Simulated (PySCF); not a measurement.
Compound: C4H9Al.
Atom-mapped SMILES: `[CH3:1][AlH:2][CH:3]1[CH2:4][CH2:5]1` (hydrogens: H6, H7, H8 on C1; H9 on Al2; H10 on C3; H11, H12 on C4; H13, H14 on C5)

The closed-shell SCF was solved with PySCF and density fitting under several settings on one GFN2-xTB geometry (grid level 2 and gas phase unless stated).

```json
{"settings": "PBE0/pcSseg-1", "basis functions": "137", "SCF cycles": "12", "E (Eh)": "-399.8927", "HOMO (eV)": "-7.35", "LUMO (eV)": "-0.91", "dipole (D)": "0.70"}
{"settings": "PBE0/def2-SVPD", "basis functions": "176", "SCF cycles": "12", "E (Eh)": "-399.7434", "HOMO (eV)": "-7.34", "LUMO (eV)": "-0.85", "dipole (D)": "0.72"}
{"settings": "wB97X-D/pcSseg-1, IEF-PCM chloroform", "basis functions": "137", "SCF cycles": "13", "E (Eh)": "-400.1526", "HOMO (eV)": "-9.11", "LUMO (eV)": "1.09", "dipole (D)": "0.85"}
```

Task: Estimate the rows for these settings: (1) PBE0/aug-pcSseg-1, IEF-PCM methanol, level shift 0.1 Eh; (2) PBE0/3-21G.

Result: 
| settings | basis functions | SCF cycles | E (Eh) | HOMO (eV) | LUMO (eV) | dipole (D) |
| --- | --- | --- | --- | --- | --- | --- |
| PBE0/aug-pcSseg-1, IEF-PCM methanol, level shift 0.1 Eh | 218 | 10 | -399.9044 | -7.20 | -0.61 | 0.96 |
| PBE0/3-21G | 67 | 12 | -397.7212 | -7.17 | -0.75 | 0.71 |

Task: Over all rows, what range does the HOMO–LUMO gap span?

Result: From 6.42 eV (PBE0/3-21G) to 10.20 eV (wB97X-D/pcSseg-1, IEF-PCM chloroform). The functional of the narrowest has 25 % exact exchange, that of the widest range-separated exact exchange.

Task: Compare two rows with the functional PBE0: PBE0/3-21G and PBE0/def2-SVPD. Which energy is lower, and by how much?

Result: PBE0/def2-SVPD (176 functions) lies 2.0222 Eh or 1269 kcal/mol below PBE0/3-21G (67 functions).

wB97X-D ran without the empirical dispersion term, which would shift the total energy alone. Cycle counts include a coarse-grid stage where the run had one. The structure is a single GFN2-xTB conformer; no vibrational corrections.

Conformer computed: `[CH3:1][AlH:2][CH:3]1[CH2:4][CH2:5]1`: C1–Al2–C3–C4 -149°.
